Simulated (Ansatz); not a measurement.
CH₃IOSn, singlet, at a GFN2-xTB geometry (such geometries of metal compounds can be far from the true shape) (all electrons, no relativity); SC-NEVPT2/STO-3G, CASSCF(4,3) (Ansatz, a first-principles code).

Input for Ansatz:
Ansatz 0.2 input:
```yaml
crystal:
  periodic: [false, false, false]
  atoms:
    - {symbol: Sn, position_ang: [0.73619089, -0.40700804, 0.89291858]}
    - {symbol: I, position_ang: [-1.24406350, 0.92844883, -0.41820606]}
    - {symbol: O, position_ang: [1.62609354, -1.45713706, -0.55730055]}
    - {symbol: C, position_ang: [1.77534199, -1.87247752, -1.88470083]}
    - {symbol: H, position_ang: [1.03073167, -1.40453899, -2.53278134]}
    - {symbol: H, position_ang: [2.77260948, -1.60343936, -2.24018652]}
    - {symbol: H, position_ang: [1.66167938, -2.95744602, -1.94143025]}
basis:
  gaussian:
    orbitals: STO-3G
magnetization: {spin_polarized: false}
correlation: {method: sc_nevpt2, electrons: all, active_space: {window: {electrons: 4, orbitals: 3}}}
```

What the program printed (banner, timings and long lists left out):

```
Functional definition: HF
835 factors; integrals over basis functions are off by at most 3.1e-5 eV
mean field evaluation 1: about -351759.7399 eV, gradient 2.3e1 eV
mean field evaluation 2: about -351759.8712 eV, gradient 2.3e1 eV
mean field evaluation 4: about -351762.2174 eV, gradient 2.2e0 eV
mean field evaluation 8: about -351762.2430 eV, gradient 5.1e-2 eV
mean field -351762.24299702 eV, -12927.0239971284 hartree, gradient 2.1e-6 eV, S^2 0.000000; 0 other end points of the search recorded, 0 dependent functions left out
reference -351762.24299702 eV, -12927.0239971284 hartree; 60, 60 occupied and 7, 7 virtual orbitals, 835 factors
state -351762.73210188 eV, -12927.0419714006 hartree
state -351762.73210188 eV, -12927.0419714006 hartree; corrected -351765.77073086 eV, -12927.1536389560 hartree
state -351762.66302669 eV, -12927.0394329343 hartree
state -351762.66302669 eV, -12927.0394329343 hartree; corrected -351765.93899277 eV, -12927.1598224672 hartree
state -351762.66302669 eV, -12927.0394329343 hartree; corrected -351765.93899277 eV, -12927.1598224672 hartree
WARN: the results are in doubt because another end's mean lies 0.069 eV lower, and its corrected mean 0.168 eV higher
Total energy: -351765.93899277 eV, -12927.1598224672 hartree
In doubt: another end's mean lies 0.069 eV lower, and its corrected mean 0.168 eV higher
```
